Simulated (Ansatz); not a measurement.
`[BH2][Al]([CH3])[CH3]` + NH₃ → `[BH2][Al]([CH3])[NH2]` + CH₄ at 298.15 K and 1 bar (ligand exchange at the Al–C bond).

Gas-phase electronic energies from Ansatz, PBE0-D4/def2-TZVP geometries. CCSD(T)/CBS adds triple-zeta CCSD(T) − MP2 to the extrapolated MP2 energy (def2 sets, frozen cores). This one scheme is used for every species. Each species was taken in one conformer, which may not be the lowest.

```tsv
species	CCSD(T)/CBS energy (Eh)	H − E (kJ/mol)	S (J/(mol·K))
`[BH2][Al]([CH3])[CH3]`	-347.69506	260.4	375.6
NH₃	-56.50880	100.5	192.4
`[BH2][Al]([CH3])[NH2]`	-363.78148	234.7	357.3
CH₄	-40.46206	127.4	186.2
```

H − E and S are ideal-gas, rigid-rotor, harmonic terms from PBE0-D4/def2-TZVP, for one conformer and one mirror image of each species. 1 Eh = 2625.50 kJ/mol, R = 8.31446 J/(mol·K).

By hand: ΔE, ΔH, ΔS and ΔG.

ΔE = (-363.78148) + (-40.46206) − (-347.69506) − (-56.50880) = -0.03968 Eh = -104.2 kJ/mol. Δ(H − E) = 234.7 + 127.4 − 260.4 − 100.5 = 1.2, so ΔH = -103.0 kJ/mol. ΔS = 357.3 + 186.2 − 375.6 − 192.4 = -24.5 J/(mol·K). ΔG = -103.0 − 298.15 × (-24.5)/1000 = -95.7 kJ/mol.

By hand: the equilibrium constant, and the temperature at which ΔG would vanish if ΔH and ΔS stayed fixed.

log₁₀ K = −ΔG/(RT ln 10) = 16.8. ΔG = 0 at ΔH/ΔS = 4204 K, far beyond where these terms or the molecules hold.

ΔH outweighs TΔS. A doubt of 5 kJ/mol in ΔE shifts log₁₀ K by 0.9 here. Other conformers and mirror images would add mixing entropy, several J/(mol·K) or more a flexible species. Modes under 60 cm⁻¹, often nearly free rotors, make the harmonic entropy too high. These are equilibria of isolated gas molecules and say nothing of rates. Largest T1 diagnostic: 0.010 (customary marks: 0.02 for closed shells, 0.045 for open ones).
